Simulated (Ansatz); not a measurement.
`N#[C][GeH]([F])[F]`, 6 atoms. The species carries charge 0 and has multiplicity 1. Correlated methods include outer-core shells of Ge, which these sets cover unevenly. Scalar relativity is left out up to krypton. Hardware: A = 2 threads of a server CPU on a shared host; B = 2 threads of an AMD EPYC 7R13 on a shared host and a share of an NVIDIA H100 80 GB. Correlated methods freeze the cores. Open-shell runs search over several starts.

Q: How many basis functions does each run have, and how long does it take in Ansatz? RKS ωB97M-V/def2-SVP energy [A]; UKS r2SCAN-D4/def2-TZVPP energy of the cation [A]; UHF-CCSD(T)/def2-TZVPP energy of the cation [B]; RKS B97M-V/def2-TZVPP energy [A]; UKS PBE0-D4/def2-TZVPP energy of the cation [A]; UKS ωB97M-V/def2-TZVPP energy of the cation [A]; UKS PBE-D4/def2-TZVPP energy of the cation [A]; RKS PBE0-D4/def2-SVP energy [A]; UKS B3LYP-D4/def2-TZVPP energy of the cation [A]; RKS ωB97X-V/def2-TZVPP energy [A]; RHF-CCSD(T)/def2-SVP energy [A]; RKS PBE0-D4/def2-QZVPP energy [B]. (Best estimate.)

A: The calculation gave: Other jobs shared the machine, so times are rough.

```tsv
level	job	functions	wall time	peak host memory (GiB)
RKS PBE0-D4/def2-SVP	energy [A]	93	2.8 s	0.39
RKS ωB97M-V/def2-SVP	energy [A]	93	7 s	0.39
RKS PBE0-D4/def2-QZVPP	energy [B]	347	8 s	0.86
RHF-CCSD(T)/def2-SVP	energy [A]	93	12 s	0.39
RKS B97M-V/def2-TZVPP	energy [A]	186	15 s	0.39
UHF-CCSD(T)/def2-TZVPP	energy of the cation [B]	186	22 s	0.81
RKS ωB97X-V/def2-TZVPP	energy [A]	186	23 s	0.56
UKS B3LYP-D4/def2-TZVPP	energy of the cation [A]	186	42 s	0.89
UKS PBE0-D4/def2-TZVPP	energy of the cation [A]	186	43 s	0.88
UKS PBE-D4/def2-TZVPP	energy of the cation [A]	186	79 s	0.52
UKS ωB97M-V/def2-TZVPP	energy of the cation [A]	186	100 s	1.1
UKS r2SCAN-D4/def2-TZVPP	energy of the cation [A]	186	2.2 min	0.57
```

B3LYP here is the variant with VWN-RPA as its local correlation; programs differ in this.
